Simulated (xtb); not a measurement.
C₂H₇BS, SMILES CB(C)S. All values are semi-empirical tight-binding results from xtb (GFN2-xTB unless named), good for trends rather than for accurate numbers. The structure is a stationary point at GFN2-xTB. One conformer was computed; it need not be the lowest.

Optimised geometry:

```xyz
11

B      0.1813    -0.2116     0.2693
C      1.6358    -0.7848     0.0576
H      1.6902    -1.8437     0.3070
H      2.3387    -0.2838     0.7240
H      2.0101    -0.6599    -0.9563
C     -0.6402    -0.5013     1.5891
H     -1.3694    -1.2921     1.4059
H     -1.2070     0.3605     1.9391
H     -0.0123    -0.8403     2.4093
S     -0.5391     0.7684    -1.0373
H     -1.7054     1.0400    -0.4586
```
Charge 0, spin multiplicity 1.

A frequency run showed that this geometry is not a minimum.

orbital gap: 4.45 eV
static polarisability (D4 model): 58.5 bohr³
solvation energy, GFN2-xTB/ALPB(water): -0.4 kcal/mol
solvation energy, GFN2-xTB/ALPB(benzene): -4.6 kcal/mol

Computed atomic charges and the Wiberg bond orders between heavy atoms:
charges (e) B1 0.29, C2 -0.19, H3 0.04, H4 0.05, H5 0.04, C6 -0.19, H7 0.05, H8 0.03, H9 0.03, S10 -0.30, H11 0.16. Bond orders B1–C2 1.04, B1–C6 1.03, B1–S10 1.21.
